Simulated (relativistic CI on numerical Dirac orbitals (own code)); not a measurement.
**d9 in a ligand field**

Computed with a parametric ligand-field model of a d^n configuration (Racah B and C, spin-orbit zeta, crystal field), exact diagonalisation.

Field parameters in Wybourne normalisation: Oh B⁴₀ = 21Dq, B⁴₄ = √(5/14) B⁴₀; Td as Oh with Dq negative (B⁴₀ = 21Dq, B⁴₄ = √(5/14) B⁴₀). The field is a parameter set, without covalency.

Question: Lowest levels for B = 850, C = 2980, ζ = 380 cm⁻¹, Td, 10Dq = -6050 cm⁻¹?

Answer: Γ7 0 (S 0.50), Γ8 533 (S 0.50), Γ8 6467 (S 0.50) cm⁻¹, with S from ⟨S²⟩ = S(S + 1). The ground level has 4.00 electrons in the cubic e pair.

Question: Lowest levels for B = 520, C = 2670, ζ = 2850 cm⁻¹, Td, 10Dq = -7100 cm⁻¹?

Answer: Γ7 0 (S 0.50), Γ8 2614 (S 0.50), Γ8 11611 (S 0.50) cm⁻¹, with S from ⟨S²⟩ = S(S + 1). The ground level has 4.00 electrons in the cubic e pair.

Question: Lowest levels for B = 410, C = 1910, ζ = 2550 cm⁻¹, Oh, 10Dq = 22400 cm⁻¹?

Answer: Γ8 0 (S 0.50), Γ7 20255 (S 0.50), Γ8 24485 (S 0.50) cm⁻¹, with S from ⟨S²⟩ = S(S + 1). The ground level has 3.02 electrons in the cubic e pair.

Question: Lowest levels for B = 420, C = 2140, ζ = 1600 cm⁻¹, Oh, 10Dq = 27100 cm⁻¹?

Answer: Γ8 0 (S 0.50), Γ7 25637 (S 0.50), Γ8 28174 (S 0.50) cm⁻¹, with S from ⟨S²⟩ = S(S + 1). The ground level has 3.00 electrons in the cubic e pair.

Question: Lowest levels for B = 1000, C = 5040, ζ = 210 cm⁻¹, Oh, 10Dq = 35700 cm⁻¹?

Answer: Γ8 0 (S 0.50), Γ7 35492 (S 0.50), Γ8 35809 (S 0.50) cm⁻¹, with S from ⟨S²⟩ = S(S + 1). The ground level has 3.00 electrons in the cubic e pair.
